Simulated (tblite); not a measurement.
Run record: tight-binding relaxation, `Br[CH2][Ge@@H]1[CH]=C(Br)C[CH2]1`.

Computed with GFN2-xTB geometry optimisation, gas phase (tblite 0.8.0). Start geometry: from a force field or distance geometry. The command runs a driver script over a list of jobs; the input below is this job's line of settings and its coordinates in Å.

Command:
```bash
OMP_NUM_THREADS=1 python probes_run.py task.json out
```

Input:
```
{"job": {"kind": "relax", "xc": "GFN2-xTB", "basis": "xTB"}, "charge": 0, "multiplicity": 1}
Br     1.861400    -2.020300     0.840300
C      2.321700    -0.296200     0.112000
Ge     0.840400     0.853200    -0.025600
C     -0.509700     0.632200     1.362700
C     -1.521100    -0.082200     0.888800
Br    -3.051600    -0.502900     2.010300
C     -1.409200    -0.497900    -0.486700
C     -0.499300     0.276100    -1.354300
H      3.113400     0.115200     0.786200
H      2.733600    -0.483000    -0.896200
H      1.103400     2.338100    -0.243800
H     -0.422000     1.016400     2.384400
H     -1.237800    -1.614800    -0.541400
H     -2.436500    -0.401700    -0.948000
H      0.040300    -0.446300    -2.010000
H     -0.934600     1.123300    -1.890100
```

Output:
```
step      E/eV     max force
  0    -675.00166    4.834
  1    -675.44092    1.044
  2    -675.51192    0.837
  3    -675.59449    0.613
  4    -675.62680    0.582
  5    -675.64822    0.319
  6    -675.66108    0.240
  7    -675.67121    0.268
  8    -675.68212    0.334
  9    -675.69027    0.229
... (61 lines left out)
 71    -675.73248    0.021
 72    -675.73251    0.016
 73    -675.73253    0.013
 74    -675.73255    0.012
 75    -675.73258    0.014
 76    -675.73261    0.010
 77    -675.73263    0.012
 78    -675.73265    0.012
 79    -675.73267    0.010
 80    -675.73268    0.009
```

«max force» is the largest atomic force in eV/Å.

From which step on does the largest force stay under 0.1 eV/Å, and how much energy is left to gain from there?

From step 37 (0.071 eV/Å), 8.4 meV above the end.

In short: energy lowered by 16.9 kcal/mol over 80 steps; largest atomic force 0.009 eV/Å at the end.

Hardware: an Arm Neoverse V2 with one thread, on a shared host. Cost: 0.63 s of wall time.
Labels such as C1 count atoms from 1, the log's own numbers from 0.
